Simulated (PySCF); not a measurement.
C6H4FOP.
Structure used (PBE0-D3(BJ)/def2-SVP), in Å, numbered top down from 1:
```
atom  x, y, z in Å
O1    -2.957   -0.002   -0.431
C2    -1.949   -0.659   -0.405
C3    -0.606   -0.080   -0.114
C4    -0.509    1.292    0.131
P5     0.932    2.186    0.472
C6     2.097    0.885    0.404
C7     1.820   -0.448    0.145
C8     0.526   -0.901   -0.099
F9     0.368   -2.203   -0.331
H10   -1.966   -1.755   -0.604
H11   -1.463    1.832    0.095
H12    3.143    1.154    0.583
H13    2.620   -1.194    0.124
```

NICS is the negative of the GIAO shielding at a point without a nucleus: at the ring centre (0) and 1 Å above and below it (1); zz is the component along the ring normal. Level: GIAO HF/pcSseg-1 (PySCF, non-relativistic, gas phase) on the PBE0-D3(BJ)/def2-SVP geometry, one conformer.

Ring bond lengths (Å): C3–C4 1.397, C4–P5 1.731, P5–C6 1.747, C6–C7 1.387, C7–C8 1.392, C8–C3 1.399.

Task: What do the NICS probes read (ppm)?

Result: 
```tsv
ring	type	NICS(0)	NICS(1), two faces	NICS(1)zz, two faces	rms pucker (Å)	centre to ring atoms, mean (Å)
C3–C4–P5–C6–C7–C8	6-membered ring with P; formal bonds all aromatic	-10.0	-11.7 / -11.7	-27.6 / -27.5	0.00	1.50
```

Task: What can be read from them?

Result: 
- C3–C4–P5–C6–C7–C8: mean NICS(1)zz -27.5 ppm, shielded.

Task: What does the geometric index give? HOMA = 1 − mean of α(R − Ropt)² over the ring bonds, with Krygowski's 1993 parameters (CC: Ropt 1.388 Å, α 257.7 Å⁻²; CP: Ropt 1.698 Å, α 118.91 Å⁻²).

Result: 
- C3–C4–P5–C6–C7–C8: HOMA 0.92; the largest term is that of P5–C6, α(R − Ropt)² = 0.29.

Task: At the second NICS(1) probe listed for ring C3–C4–P5–C6–C7–C8, 1 Å off the ring, what do the in-plane components average?

Result: The isotropic value is a third of the trace: (3 × -11.7 − (-27.5))/2 = -3.8 ppm.

Task: How shielded are the nuclei of the rings and their hydrogens (means over atoms taken as equivalent)?

Result: 
| atoms | environment | σ isotropic (ppm) | principal values of the symmetric part, first atom (ppm) |
| --- | --- | --- | --- |
| C3 | substituted aromatic carbon | 59.1 | -22.8, 30.6, 169.5 |
| C4 | aromatic CH carbon | 11.3 | -175.3, 10.6, 198.6 |
| P5 | phosphorus bonded to 2 C | 148.6 | -85.5, -1.2, 532.3 |
| C6 | aromatic CH carbon | 7.8 | -178.4, 14.8, 186.8 |
| C7 | aromatic CH carbon | 61.1 | -37.9, 47.6, 173.7 |
| C8 | aromatic C–F carbon | 17.6 | -82.8, 30.0, 105.5 |
| H11 | aromatic hydrogen | 21.21 | 18.0, 18.6, 27.0 |
| H12 | aromatic hydrogen | 22.24 | 19.6, 20.3, 26.8 |
| H13 | aromatic hydrogen | 23.63 | 19.0, 24.6, 27.3 |

Task: How do the values depend on the level or the medium?

Result: 
```tsv
level	NICS(0), C3–C4–P5–C6–C7–C8	mean NICS(1)zz, C3–C4–P5–C6–C7–C8
HF/pcSseg-1, gas	-10.0	-27.5
PBE0/pcSseg-1, gas	-8.5	-24.7
PBE0/pcSseg-1, IEF-PCM benzene	-8.4	-24.7
PBE0/pcSseg-1, IEF-PCM chloroform	-8.4	-24.6
```

The geometry is the same throughout; the continuum's cavity takes Bondi-type radii × 1.2.

On an Intel Xeon 6975P-C with one thread, no GPU, shared host with 192 logical CPUs at a one-minute load of 83, this took 9.2 s of wall time and 0.84 GiB of memory at its peak. This is the whole shielding run at HF/pcSseg-1, SCF included.
